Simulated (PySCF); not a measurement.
Spinor energies of Ru²⁵⁺ (ruthenium, charge +25)

Start: [Ar] 3d1; 3d5/2 filled at m_j = +5/2. Calculated with PySCF 2.14 in an uncontracted even-tempered set (16 s from 3.5 bohr⁻², ratio 2.8; 12 p from 4.5 bohr⁻², ratio 2.8; 8 d from 4.5 bohr⁻², ratio 2.8; 3 f from 14 bohr⁻², ratio 3): generalised Hartree-Fock with the X2C-1e Hamiltonian and a Gaussian nucleus; one run each with spin-orbit coupling (SO) screened by Boettger's factors, then bare. This is a chosen level, not necessarily the ground level.

```csv
spinor shell,electrons,"ε, screened SO (eV)","ε, bare SO (eV)",weight of nominal j (bare SO),"rms radius, bare SO (bohr)"
1s1/2,2,-23332.9,-23332.9,1.000,0.0384
2s1/2,2,-4354.5,-4354.5,1.000,0.156
2p1/2,2,-4101.4,-4106.1,1.000,0.135
2p3/2,4,-3969.0,-3967.0,1.000,0.140
3s1/2,2,-1512.3,-1512.3,1.000,0.393
3p1/2,2,-1410.7,-1411.7,0.993,0.383
3p3/2,4,-1383.6,-1383.2,0.996,0.391
3d5/2,1,-1249.6,-1248.9,1.000,0.349
```

```json
{"quantity": "E (hartree)", "screened SO": "-4129.89185", "bare SO": "-4129.93127"}
{"quantity": "M_J", "screened SO": "5/2", "bare SO": "5/2"}
{"quantity": "⟨J²⟩", "screened SO": "8.752", "bare SO": "8.752"}
{"quantity": "⟨L²⟩", "screened SO": "6.007", "bare SO": "6.008"}
{"quantity": "⟨S²⟩", "screened SO": "0.756", "bare SO": "0.757"}
```

Each row is a mean over spinors that exchange with the open shell spreads, by up to 15.445 eV (3p3/2).

Breit and QED terms are absent; they matter most for the inner s and p1/2 levels.

Densities and radii are taken from the X2C orbitals without a picture-change correction, which distorts them close to the nucleus.
